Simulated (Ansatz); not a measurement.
`F/C=[C](/F)[AlH2]`. The species carries charge 0 and has multiplicity 1. The geometry is a stationary point of PBE0-D4/def2-TZVP.

```xyz
8

F    -0.106   -0.705    1.290
C     0.695    0.404    0.968
C     0.501    0.735   -0.295
F     1.140    1.758   -0.859
Al   -0.833   -0.647   -0.797
H     1.286    0.742    1.806
H    -0.314   -1.996   -1.437
H    -2.368   -0.292   -0.676
```

Question: What is the dipole moment at ωB97M-V/def2-TZVPP? (Best estimate.)

Answer: Ansatz gave: 1.25 D, with components (0.62, 0.27, 1.06) D in this frame, pointing from negative to positive charge.

Question: And with PBE, r2SCAN, B3LYP? (Estimate.)

Answer: Computed: PBE 1.26 D, r2SCAN 1.28 D, B3LYP 1.22 D.

Question: Give the Mulliken charges with ωB97M-V, r2SCAN, B3LYP in def2-TZVPP. (Best estimate.)

Answer: Ansatz gave: 
```
atom  ωB97M-V  r2SCAN  B3LYP
  F1    -0.18   -0.19  -0.20
  C2     0.14    0.17   0.13
  C3    -0.07   -0.09  -0.03
  F4    -0.19   -0.20  -0.20
 Al5     0.42    0.54   0.48
  H6     0.14    0.12   0.14
  H7    -0.13   -0.17  -0.15
  H8    -0.13   -0.17  -0.15
```

B3LYP here is the variant with VWN-RPA as its local correlation; programs differ in this.
